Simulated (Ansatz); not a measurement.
Cd(Cl)(Et) (C2H5CdCl), SMILES C[CH2][Cd][Cl].

Geometry optimised at B3LYP-D3(BJ)/def2-SVP. The structure was generated by enumeration; whether it is a known compound was not checked. The def2 effective core potentials stand for the cores of Cd; spin–orbit coupling is left out. The values are those of a single conformer.

Two levels are set side by side: PBE/def2-SVPD (Ansatz, a quantum-chemistry and plane-wave program) and PBE0/def2-SVPD (Ansatz). Energy differences of separate SCF runs at the same geometry; the states with an electron removed or added have multiplicity 2 and 2. Differences are taken from unrounded values.

| quantity | PBE |
|---|---|
| vertical ionisation energy (eV) | 9.54 |
| vertical singlet–triplet gap (eV) | 4.59 |

### Question
These are the PBE values. What does PBE0 give? (An estimate is asked for; the answer gives what the named calculation found.)

### Answer

```tsv
quantity	PBE0	PBE minus PBE0
vertical ionisation energy (eV)	9.69	-0.16
vertical singlet–triplet gap (eV)	4.73	-0.14
```
